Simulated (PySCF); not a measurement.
**Adding and removing an electron: MoCl**

PBE0; basis Mo def2-TZVPPD with ECP28, Cl def2-TZVPPD; scalar-relativistic core potentials; PySCF 2.14. Neutral (UKS): sextet (σ ↑, π ↑↑, δ ↑↑), Re = 2.283 Å, ωe = 378 cm⁻¹, De = 3.79 eV, HOMO -6.14 eV, LUMO -2.61 eV.

MoCl⁺ (UKS): quintet (π ↑↑, δ ↑↑), Re = 2.210 Å, ωe = 456 cm⁻¹, De = 2.82 eV to Mo⁺ (4d5) + Cl. The energies at the minima are -528.24175 hartree for MoCl and -527.93967 for MoCl⁺.

(1) Work out the adiabatic ionisation energy, without and with harmonic zero-point energies (1 hartree = 27.2114 eV, 1 eV = 8065.5 cm⁻¹), and the change of the bond length.

MoCl⁻ (UKS): septet (σ ↑↑, π ↑↑, δ ↑↑), Re = 2.510 Å, ωe = 231 cm⁻¹, De = 1.27 eV to Mo (4d5 5s1) + Cl⁻. The energies at the minima are -528.24175 hartree for MoCl and -528.28040 for MoCl⁻.

(2) Work out the adiabatic electron affinity, without and with harmonic zero-point energies (1 hartree = 27.2114 eV, 1 eV = 8065.5 cm⁻¹), and the change of the bond length.

The metal atom is held in its measured ground configuration; semilocal functionals can put another filling of s and d lower by some tenths of an eV, and De to that atom would be smaller. Spin–orbit coupling is left out, which matters for elements this heavy, above all for dissociation energies. For an ion De counts to the pair picked by the measured ionisation energies or electron affinities, which need not be the lowest pair at this level. The highest Kohn–Sham level is positive in this anion. Much of that is self-interaction error, but it also means that the finite basis helps to hold the extra electron. The state is the lowest single determinant that the PBE0 search found; with open d or f shells the true ground state can be another one.

## Answers

(1) At PBE0: 0.30208 hartree = 8.220 eV between the minima; the zero-point term (456.0 − 378.0)/2 cm⁻¹ = +0.005 eV makes it 8.225 eV. Re changes by -7.3 pm against the neutral. The electron leaves a σ orbital; in so polar a molecule the change of length follows mostly from the change of the ionic charges.

(2) At PBE0: 0.03865 hartree = 1.052 eV between the minima; the zero-point term (378.0 − 231.0)/2 cm⁻¹ = +0.009 eV makes it 1.061 eV. Re changes by +22.7 pm against the neutral. The electron enters a σ orbital; in so polar a molecule the change of length follows mostly from the change of the ionic charges.
